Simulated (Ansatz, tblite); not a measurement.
Cost and result up the ladder for the cluster Ge₂H₃ (the lowest doublet isomer of a short search) (5 atoms). Charge 0, multiplicity 2. Geometry: r2SCAN-D4/def2-TZVP.

```csv
atom,x (Å),y (Å),z (Å)
Ge1,-0.030,-0.424,-0.488
Ge2,-1.029,1.061,1.114
H3,-0.842,-1.251,-1.511
H4,0.445,1.385,1.627
H5,1.456,-0.770,-0.742
```

Ansatz on 2 threads of Arm Neoverse V2 on a shared host; xTB runs through tblite on one thread. Times are rough, summed over both states, and most runs start from the orbitals of an earlier one. No level here is sound enough to serve as a yardstick. The other state is a singlet.

The xTB rows come from tblite. Correlated methods freeze 18 core orbitals; core or outer-core shells of Ge are correlated, in sets that lack core-valence functions. The structure comes from a short search, and lower isomers may exist.

Run but left out: HF/def2-TZVPP (charge +1 singlet: restricted singlet, unstable towards broken spin symmetry).

Correlated methods converge slowly with the basis.

Raw xTB energies of ions are shifted by several eV, and xTB has no spin-polarisation term.

| level | functions | vertical IE (eV) | remarks |
| --- | --- | --- | --- |
| PBE-D4/def2-TZVP | 114 | 8.30 | restricted SCF unstable in HF (+1 singlet) |
| PBE0-D4/def2-TZVP (with forces) | 114 | 8.27 | restricted SCF unstable in HF (+1 singlet) |
| GFN2-xTB | 21 | 11.71 | – |
| CCSD(T)/def2-TZVPP | 138 | 8.11 | restricted SCF unstable (+1 singlet) |
| GFN1-xTB | 24 | 12.22 | – |
| r2SCAN-D4/def2-TZVP | 114 | 8.48 | restricted SCF unstable in HF (+1 singlet) |

Problem. Estimate how long each takes.

Solution. GFN1-xTB 0.004 s; GFN2-xTB 0.004 s; PBE-D4/def2-TZVP 2.8 s; PBE0-D4/def2-TZVP (with forces) 6.9 s; r2SCAN-D4/def2-TZVP 7.7 s; CCSD(T)/def2-TZVPP 1.7 min. On shared hardware such times vary by a factor of up to 3.
